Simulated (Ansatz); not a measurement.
Mulliken charges of `Cl[SiH2]S[SiH2]Cl` from PBE/def2-TZVPP in Ansatz (PBE0-D4/def2-TZVP geometry).

```tsv
atom	x (Å)	y (Å)	z (Å)	charge (e)
Cl1	-2.451	0.176	0.324	-0.199
Si2	-0.812	-0.548	1.323	0.386
S3	0.644	-1.345	-0.009	-0.247
Si4	0.928	0.304	-1.325	0.386
Cl5	1.400	2.022	-0.309	-0.199
H6	-1.230	-1.685	2.170	-0.037
H7	-0.262	0.565	2.122	-0.026
H8	2.070	-0.074	-2.184	-0.037
H9	-0.289	0.584	-2.112	-0.026
```

By hand: the dipole of these point charges (1 e Å = 4.8032 D).

Σ q r = (0.078, -0.164, -0.001) e Å, of length 0.182 e Å = 0.87 D.

How does the dipole of the full density compare? (Best estimate.)

The calculation gave: (0.047, -0.100, -0.001) e Å, 0.53 D; the point charges give 1.64 times that, at 0° from its direction.

Point charges leave out the atoms' own dipoles, such as those of lone pairs, and Mulliken's split depends on the basis, so the two needn't agree.
